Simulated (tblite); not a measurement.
Isomers of C5H10F3PSi. Computed values, GFN2-xTB/tblite, gas phase, harmonic and unscaled. Errors from tens to a few hundred cm⁻¹ against measured bands are possible. Modes of hydrogen on silicon can be 10 to 20 % off. One conformer each.

Electronic energies: GFN2-xTB at the same geometries; isomer energies are rough at this level and their order can be wrong.

```csv
SMILES,"electronic energy, lowest = 0 (kJ/mol)"
CP1C[C@H]([SiH3])[C@@H]1C(F)(F)F,0.0
C[Si](C)(C)/C=P\C(F)(F)F,154.3
C[C@@H]1CP(C(F)(F)F)[C@@H]1[SiH3],17.8
```

How do GFN2-xTB zero-point energies change the relative energies?

| SMILES | ZPE (kJ/mol) | of it from modes above 1550 cm⁻¹ | electronic (kJ/mol) | with ZPE, lowest = 0 (kJ/mol) | lowest mode (cm⁻¹) | rings |
| --- | --- | --- | --- | --- | --- | --- |
| CP1C[C@H]([SiH3])[C@@H]1C(F)(F)F | 359.2 | 165.5 | 0.0 | 0.0 | 50 | 1 |
| C[C@@H]1CP(C(F)(F)F)[C@@H]1[SiH3] | 362.5 | 166.2 | 17.8 | 21.1 | 51 | 1 |
| C[Si](C)(C)/C=P\C(F)(F)F | 369.5 | 182.0 | 154.3 | 164.5 | 45 | 0 |

The zero-point energies span 10.3 kJ/mol, from `CP1C[C@H]([SiH3])[C@@H]1C(F)(F)F` to `C[Si](C)(C)/C=P\C(F)(F)F`. The order is unchanged.

What do entropy and thermal enthalpy add at 298.15 K and 1 bar (rigid rotor, harmonic oscillator, one conformer each)?

| SMILES | point group | symmetry number | S (J/(mol K)) | H − H(0) (kJ/mol) | ZPE + H − H(0) − TS (kJ/mol) |
| --- | --- | --- | --- | --- | --- |
| CP1C[C@H]([SiH3])[C@@H]1C(F)(F)F | C1 | 1 | 454.6 | 34.50 | 258.1 |
| C[C@@H]1CP(C(F)(F)F)[C@@H]1[SiH3] | C1 | 1 | 451.3 | 34.50 | 262.4 |
| C[Si](C)(C)/C=P\C(F)(F)F | C1 | 1 | 507.0 | 40.72 | 259.0 |
